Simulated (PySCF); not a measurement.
```xyz
17

Al     0.0121    -0.0086    -0.0189
Cl     2.0120     0.5850     0.3925
Cl    -0.9182     0.9894    -1.6498
Cl    -0.3629    -2.0979     0.1049
C     -0.8264     2.1799     1.6207
N     -0.9985     0.7155     1.5747
C     -0.4547     0.1013     2.8008
C     -2.4263     0.3759     1.4263
H     -1.3697     2.5992     2.4832
H     -1.2111     2.6164     0.6897
H      0.2430     2.4136     1.7043
H     -0.5673    -0.9889     2.7372
H     -0.9903     0.4819     3.6859
H      0.6136     0.3415     2.8798
H     -2.9995     0.7606     2.2856
H     -2.8063     0.8187     0.4964
H     -2.5319    -0.7152     1.3663
```

Charge 0, multiplicity 1.

Problem. Give the Mulliken and meta-Löwdin atomic charges from PySCF 2.14.0 with TPSSh-D3(BJ)/def2-TZVP // PBE0-D3(BJ)/def2-SVP.

Solution. 
```csv
atom,Mulliken (e),meta-Löwdin (e)
Al1,0.53,0.79
Cl2,-0.31,-0.38
Cl3,-0.31,-0.38
Cl4,-0.31,-0.38
C5,-0.30,-0.22
N6,-0.09,-0.12
C7,-0.30,-0.22
C8,-0.30,-0.22
H9,0.13,0.11
H10,0.17,0.14
H11,0.17,0.14
H12,0.17,0.14
H13,0.13,0.11
H14,0.17,0.14
H15,0.13,0.11
H16,0.17,0.14
H17,0.17,0.14
```
